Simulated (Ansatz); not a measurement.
Two isomers of C3H10Si2: A = `[SiH3]CC1C[SiH2]1`, B = `C=C(C)[SiH2][SiH3]`.

Calculated with Ansatz (gas phase, PBE0-D4/def2-TZVP geometries, no zero-point term in ΔE). CCSD(T)/CBS adds triple-zeta CCSD(T) − MP2 to the extrapolated MP2 energy (def2 sets, frozen cores). Functionals use def2-TZVPP. B3LYP here is the variant with VWN-RPA as its local correlation; programs differ in this. Each species was taken in one conformer, which may not be the lowest.

Problem. Which isomer does CCSD(T)/CBS put lower? Give the gap. (An estimate is asked.)

Solution. Computed: B, by 12.6 kcal/mol.

Problem. Give E(B) − E(A) in kcal/mol with ωB97M-V, BLYP-D4, PBE0-D4, PBE-D4, CCSD(T)/def2-SVP, B3LYP-D4, B3LYP. (Best estimate.)

Solution. Ansatz gave: ωB97M-V -10.1, BLYP-D4 -16.2, PBE0-D4 -11.1, PBE-D4 -12.1, CCSD(T)/def2-SVP -13.8, B3LYP-D4 -15.1, B3LYP -15.2. None reverses the order clearly.

Problem. Does the order hold for the free energy at 298.15 K (harmonic terms from PBE0-D4)? (An estimate is asked.)

Solution. Computed: Yes: G(B) − G(A) = -14.1 kcal/mol, for one conformer each. Modes under 60 cm⁻¹, often nearly free rotors, make the harmonic entropy too high.

Largest T1 diagnostic: 0.012.

From r2SCAN to r2SCAN0 (25 % exact exchange), in def2-TZVPP and without D4, E(B) − E(A) moves by +0.8 kcal/mol. In def2-TZVPP, CCSD(T) changes the Hartree–Fock value by +5.9 kcal/mol (the triples alone add +0.2 kcal/mol) and MP2 by +9.6 kcal/mol.
